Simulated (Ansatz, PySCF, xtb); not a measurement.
Complex: H2S (SMILES S) (first 3 atoms) with CH5N (SMILES CN); geometry from B3LYP-D3(BJ)/def2-TZVP.
(charge 0, multiplicity 1):
```
atom    x (Å)    y (Å)    z (Å)
----  -------  -------  -------
S      0.2986   0.1311  -0.1314
H      0.5133   0.2579   1.2085
H      0.5767  -1.1820  -0.1245
C     -0.6937  -0.3746   3.6384
N      0.5120   0.3754   3.2790
H     -0.5821  -1.4084   3.3094
H     -1.5462   0.0442   3.1032
H     -0.9250  -0.3785   4.7100
H      1.3326  -0.0096   3.7309
H      0.4385   1.3441   3.5659
```

Monomers are frozen at their geometry in the pair; levels with a basis set take the counterpoise correction. Rows marked so take none.

Frozen-core correlation. CBS(a, b) extrapolates the correlation energy as X⁻³ and adds the Hartree–Fock energy of set b. Rows in 6-31G* carry no dispersion term and start afresh at each structure (6-31G* with six Cartesian d functions).

Codes used: Ansatz (Gaussian basis) for Hartree–Fock, density functionals and correlated methods; PySCF for 6-31G* rows, the dispersion terms; xtb for the GFN methods. Each number belongs to the level named beside it.

The comparison value is -17.8 kJ/mol (CCSD(T)/CBS(aug-cc-pV(D+d)Z, aug-cc-pV(T+d)Z)). It is a level with limits of its own, not the exact answer.

**Question.** Order these levels by how close they come to the comparison value for the interaction energy, closest first: HF/6-31G*, BP86/6-31G* (no counterpoise), GFN2-xTB, PBE-D3(BJ)/def2-TZVPPD, GFN-FF. Give each level's value less the comparison value.

**Answer.** GFN-FF (-2.2 kJ/mol), GFN2-xTB (-4.0 kJ/mol), PBE-D3(BJ)/def2-TZVPPD (-5.9 kJ/mol), BP86/6-31G* (no counterpoise) (-8.2 kJ/mol), HF/6-31G* (9.9 kJ/mol)

Ansatz is a quantum-chemistry and plane-wave program.
